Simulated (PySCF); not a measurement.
All values below come from B3LYP-D3(BJ)/def2-TZVP // BP86-D3(BJ)/def2-SVP (PySCF). All species are isolated molecules in the gas phase. B3LYP has the VWN-RPA correlation part, as in Gaussian. 

Reference species: [Zr(F)4] (neutral, multiplicity 1).

```json
{
 "HOMO": "-11.90 eV",
 "coordination_number": "4",
 "LUMO": "-1.77 eV"
}
```

Changed species: [Zr(F)(H)3] (3 of 4 F replaced by H; the reference has 0 of 4 F replaced by H).

Q: Give the shifts of the HOMO, coordination number and LUMO.

A: the HOMO rises by 3.48 eV, to -8.42 eV; the coordination number is nearly the same; the LUMO falls by 0.90 eV, to -2.67 eV.
